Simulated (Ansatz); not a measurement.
Energy profile

The step: Si₄H₁₀ ([SiH3][SiH]([SiH3])[SiH3]) + NH₃ → Si₃NH₉ ([NH2][SiH]([SiH3])[SiH3]) + SiH₄; bonds formed: Si1–N7, Si2–H6; bonds broken: Si1–Si2, H6–N7 (atoms numbered as in the saddle structure below).

```
18
angstrom
Si -0.1436 1.2485 -0.0572
Si 0.4934 -1.9968 0.2385
Si -0.2672 0.4561 -2.2457
Si -1.6404 0.3625 1.4861
H -0.1139 2.7509 -0.0187
H 1.5255 -0.1027 0.5676
N 1.6004 0.9934 0.5828
H 1.7227 -2.8049 -0.0958
H -0.4992 -2.4873 -0.7767
H 0.0103 -2.6351 1.5131
H -0.5929 1.5942 -3.1562
H 1.0475 -0.0936 -2.6711
H -1.3342 -0.5643 -2.3491
H -0.9280 0.1092 2.7671
H -2.7144 1.3637 1.7641
H -2.2610 -0.8748 0.9584
H 2.3361 1.3345 -0.0308
H 1.7590 1.3467 1.5233
```

Electronic energies by CCSD(T) at an estimated basis limit (MP2 extrapolated from triple and quadruple zeta, plus CCSD(T) − MP2 in triple zeta), on PBE0-D4/def2-TZVP structures; Si4NH13, closed shell; no counterpoise correction. Program: Ansatz 0.2.0. Basis: def2-TZVPP and def2-QZVPP. Cores are frozen in the correlated methods. Extrapolation: Hartree–Fock as exp(−7.88 √X), correlation as X^−2.97.

(1) Give the profile in eV, counted from the separated reactants. (An estimate is asked for; the value comes from the calculation.)

No T1 diagnostic of these runs exceeds 0.015.

## Answers

(1) The calculation gives:
```
                                                                                                                                                                point      eV
separated: Si4H10 (linked as [SiH3][SiH]([SiH3])[SiH3]; Si1, Si2, Si3, Si4, H5, H8, H9, H10, H11, H12, H13, H14, H15, H16; singlet) + NH3 (H6, N7, H17, H18; singlet)   0.000
                                                                                                                                                      start structure  -0.143
                                                                                                                                                               saddle   1.653
                                                                                                                                                        end structure  -0.235
separated: Si3NH9 (linked as [NH2][SiH]([SiH3])[SiH3]; Si1, Si3, Si4, H5, N7, H11, H12, H13, H14, H15, H16, H17, H18; singlet) + SiH4 (Si2, H6, H8, H9, H10; singlet)  -0.170
```

For scale, one of the runs: CCSD(T)/def2-TZVPP, 381 basis functions, launched by `ansatz run in.yaml --threads 2 --pin off --events-out ev --progress --plain --max-ram 32768MiB --backend cuda --devices 0, --max-vram 18GiB`. Hardware: 2 CPU threads of an AMD EPYC 7R13 and a share of one NVIDIA H100, shared host. Wall time 28 s; peak host memory 0.95 GiB.
